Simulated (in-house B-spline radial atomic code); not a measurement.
A run on an ion of nuclear charge 58 with 58.5 electrons that did not converge. Method: scalar-relativistic (X2C) HSE06, spin-polarised, spherical fractional occupations, Fermi nucleus of rms radius 4.8771 fm; computed with an all-electron radial atomic-structure program (B-spline basis).

Command:
```bash
python run_scf.py task.json out
```
Settings (nuclear radius in fm, mass in u):
```
Z                58
configuration    [Xe] 4f1.5 5d1 6s2
hamiltonian      x2c
method           hse06
spin_polarised   True
nucleus          fermi
rms_radius       4.8771
atomic_mass      139.90545
speed_of_light   137.035999084
```

First and last ten iterations of the last attempt (damped for 15 steps, keeping 80 % of the old Fock matrix, then DIIS):
```
 iter        energy (Eh)    residual
    1       -8851.751226    4.87e-01
    2       -8852.683624    4.05e-01
    3       -8856.075769    2.59e-01
    4       -8857.753282    1.61e-01
    5       -8858.548742    9.65e-02
    6       -8858.910192    5.61e-02
    7       -8859.067559    3.34e-02
    8       -8859.133250    2.00e-02
    9       -8859.159612    1.30e-02
   10       -8859.169869    9.07e-03
  111       -8859.176021    2.76e-03
  112       -8858.456146    6.94e-02
  113       -8858.456090    6.94e-02
  114       -8858.456433    6.93e-02
  115       -8858.455199    6.94e-02
  116       -8858.455892    6.94e-02
  117       -8858.455837    6.94e-02
  118       -8858.455800    6.94e-02
  119       -8858.455266    6.94e-02
  120       -8858.455348    6.94e-02
 not converged after 120 iterations
```

The smallest residual met was 2.6e-03; the threshold is about 6e-07. No energy from this run should be used. The likely cause: this method binds the added charge weakly or not at all at the basis-set limit, so charge moves back and forth between the atom and the box. Time taken, with all properties: 16 s on 1 thread of Arm Neoverse V2, with other jobs on the host.
